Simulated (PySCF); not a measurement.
Members of one family of related compounds. Computed with TDDFT wB97X-D/def2-SVPD, vertical, gas phase, core orbitals frozen in the response in PySCF 2.14.0, density-fitted response routines. Geometries: PBE0-D3(BJ)/def2-SVP; one conformer of each isolated species. Triplets are in the Tamm–Dancoff approximation.

Question: Rank by computed HOMO–LUMO gap, highest first.
A. `[BH3-][N+](C)(C)C/C=N/C`
B. `[BH3-][N+](C)(C)CC1CC1`
C. `[BH3-][N+](C)(C)CCN`
D. `C[N+](CC(F)F)([BH3-])C`

Answer: D (11.81 eV), B (11.55 eV), C (11.29 eV), A (10.57 eV).

```tsv
SMILES	gap (eV)	f (S1)	S1 (eV)	T1 (eV)	HOMO (eV)	S1 mainly
[BH3-][N+](C)(C)CC(F)F	11.81	0.072	7.98	7.86	-9.90	H→L (39%)
[BH3-][N+](C)(C)CC1CC1	11.55	0.066	7.76	7.65	-9.51	H→L (45%)
[BH3-][N+](C)(C)CCN	11.29	0.014	6.70	6.50	-9.37	H→L (44%)
[BH3-][N+](C)(C)C/C=N/C	10.57	0.001	5.02	4.27	-9.39	H→L (71%)
```

H and L stand for HOMO and LUMO.

- `[BH3-][N+](C)(C)CC(F)F`: Löwdin shares by element: HOMO hydrogen 43% or more, boron 40%, nitrogen 4%; LUMO carbon 22% or more, boron 17%, hydrogen 9% or more (atoms not listed hold the other 52%).
- `[BH3-][N+](C)(C)CC1CC1`: Löwdin shares by element: HOMO (one of a set within 0.03 eV) hydrogen 46% or more, boron 40%; LUMO carbon 16% or more, boron 13%, hydrogen 7% or more (atoms not listed hold the other 63%).
- `[BH3-][N+](C)(C)CCN`: Löwdin shares by element: HOMO nitrogen 28% or more, hydrogen 21% or more, boron 20% (atoms not listed hold the other 31%); LUMO hydrogen 29% or more, carbon 16% or more (atoms not listed hold the other 55%).
- `[BH3-][N+](C)(C)C/C=N/C`: Löwdin shares by element: HOMO nitrogen 37% or more, boron 16%, hydrogen 9% or more, carbon 8% or more (atoms not listed hold the other 30%); LUMO carbon 38% or more, nitrogen 34% or more, hydrogen 5% or more (atoms not listed hold the other 22%).
